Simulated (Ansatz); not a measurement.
Mulliken charges of C$_{2}$H$_{4}$NSi (`C[SiH]C#N`) radical from PBE/def2-TZVPP in Ansatz (PBE0-D4/def2-TZVP geometry).

```csv
atom,x (Å),y (Å),z (Å),charge (e)
C1,-0.643,0.919,-0.358,-0.348
Si2,0.065,-0.285,0.877,0.212
C3,1.492,-1.184,0.146,-0.231
N4,2.439,-1.699,-0.269,0.021
H5,0.122,1.624,-0.688,0.126
H6,-1.465,1.481,0.090,0.119
H7,-1.023,0.384,-1.233,0.126
H8,-0.895,-1.298,1.379,-0.025
```

**Question.** By hand: the dipole of these point charges (1 e Å = 4.8032 D).

**Answer.** Σ q r = (-0.321, 0.319, 0.005) e Å, of length 0.453 e Å = 2.18 D.

**Question.** How does the dipole of the full density compare? (An estimate is asked.)

**Answer.** Ansatz gave: (-0.676, 0.487, 0.111) e Å, 4.04 D; the point charges give 0.54 times that, at 11° from its direction.

Point charges leave out the atoms' own dipoles, such as those of lone pairs, and Mulliken's split depends on the basis, so the two needn't agree.
